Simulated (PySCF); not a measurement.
Can point charges reproduce the dipole moment of `CC(=O)P(C)C1CCC1`?

Coordinates (GFN2-xTB, Å) and charges (e) from the PBE0/pcSseg-1 density (PySCF):

| atom | x | y | z | Mulliken | IAO | Hirshfeld | ESP-fitted |
| --- | --- | --- | --- | --- | --- | --- | --- |
| C1 | 2.379 | -1.523 | 0.454 | -0.2478 | -0.4737 | -0.1263 | -0.8199 |
| C2 | 2.071 | -0.073 | 0.684 | -0.0056 | +0.2215 | +0.1227 | +0.8376 |
| O3 | 2.514 | 0.578 | 1.593 | -0.3421 | -0.3982 | -0.2194 | -0.5148 |
| P4 | 0.963 | 0.691 | -0.617 | +0.3012 | +0.4078 | +0.1300 | -0.4467 |
| C5 | 0.865 | 2.384 | 0.104 | -0.4547 | -0.6054 | -0.1696 | -0.0942 |
| C6 | -0.630 | 0.024 | 0.104 | -0.5057 | -0.2815 | -0.0650 | +0.2770 |
| C7 | -1.904 | 0.662 | -0.482 | -0.1513 | -0.2608 | -0.0707 | -0.1715 |
| C8 | -2.494 | -0.741 | -0.676 | -0.2016 | -0.2596 | -0.0682 | -0.2237 |
| C9 | -1.113 | -1.349 | -0.395 | -0.1747 | -0.2657 | -0.0761 | -0.1183 |
| H10 | 3.043 | -1.587 | -0.408 | +0.1505 | +0.1747 | +0.0576 | +0.2267 |
| H11 | 1.469 | -2.067 | 0.213 | +0.1497 | +0.1573 | +0.0508 | +0.1977 |
| H12 | 2.870 | -1.959 | 1.321 | +0.1370 | +0.1632 | +0.0513 | +0.2095 |
| H13 | 1.773 | 2.925 | -0.156 | +0.1515 | +0.1618 | +0.0435 | +0.1051 |
| H14 | 0.009 | 2.905 | -0.322 | +0.1435 | +0.1523 | +0.0429 | +0.0469 |
| H15 | 0.779 | 2.332 | 1.189 | +0.1503 | +0.1568 | +0.0366 | +0.0235 |
| H16 | -0.597 | 0.090 | 1.196 | +0.1511 | +0.1343 | +0.0350 | +0.0053 |
| H17 | -2.453 | 1.331 | 0.177 | +0.1318 | +0.1382 | +0.0394 | +0.0550 |
| H18 | -1.719 | 1.168 | -1.429 | +0.1211 | +0.1335 | +0.0356 | +0.1259 |
| H19 | -3.229 | -0.998 | 0.084 | +0.1198 | +0.1381 | +0.0404 | +0.0949 |
| H20 | -2.914 | -0.948 | -1.658 | +0.1228 | +0.1366 | +0.0392 | +0.0802 |
| H21 | -0.606 | -1.664 | -1.307 | +0.1213 | +0.1352 | +0.0335 | +0.0633 |
| H22 | -1.087 | -2.161 | 0.330 | +0.1317 | +0.1336 | +0.0370 | +0.0403 |

Question: What dipole does each set of charges give (1 e·Å = 4.803 D), and what does the density give?

Answer: The full density gives (-1.74, -1.29, -0.82) D, 2.31 D in size; dipole vectors point from the negative to the positive end.

| scheme | μx | μy | μz | size (D) | share of the full size (%) | angle to the full dipole (°) |
| --- | --- | --- | --- | --- | --- | --- |
| Mulliken | -1.85 | -2.02 | -3.30 | 4.29 | 185 | 31 |
| IAO | -1.26 | -1.85 | -3.36 | 4.03 | 174 | 38 |
| Hirshfeld | -0.82 | -1.10 | -1.61 | 2.11 | 91 | 32 |
| ESP-fitted | -1.78 | -1.19 | -0.86 | 2.31 | 100 | 3 |

Question: Which set comes closest?

Answer: Length of the difference vector: ESP-fitted 0.11 D, Hirshfeld 1.22 D, Mulliken 2.58 D, IAO 2.64 D. Closest: ESP-fitted. ESP charges are fitted to the potential around the molecule, whose slowest-falling term is the dipole's. The schemes that divide the density aren't constrained to reproduce the dipole.

Question: What is left for the Hirshfeld atoms' own dipoles?

Answer: The shares of the density sum to the whole, so what Σ q r misses lies in dipoles about the nuclei. The atomic dipoles sum to (-1.74, -1.29, -0.82) − (-0.82, -1.10, -1.61) = (-0.92, -0.19, 0.79) D, 1.22 D in size.

Question: With the origin at the mean of the coordinates, (0.000, 0.001, 0.000) Å, which are the largest single terms, by size, of the Hirshfeld dipole along the direction of the full one?

Answer: O3 +2.93, C5 +1.64, C2 -1.04, C8 -0.83, C1 +0.67 D; all 22 atoms together +1.80 D. The single terms depend on the origin, their sum doesn't.

Question: Give the size of the full dipole in other units.

Answer: 2.31 D = 0.909 au = 0.481 e·Å = 7.71 × 10⁻³⁰ C·m.

Geometry: GFN2-xTB, one conformer, isolated molecule.

The run behind these numbers computed NMR shieldings as well. The run took 58 s of wall time (with the writing of density and orbital grids) on an Arm Neoverse V1 with one thread, shared host with 64 logical CPUs at a one-minute load of 20, and the process peaked at 0.99 GiB of memory.

Conformer computed: `[CH3:1][C:2](=[O:3])[P:4]([CH3:5])[CH:6]1[CH2:7][CH2:8][CH2:9]1`: C1–C2–P4–C5 179°, C2–P4–C6–C7 167°.
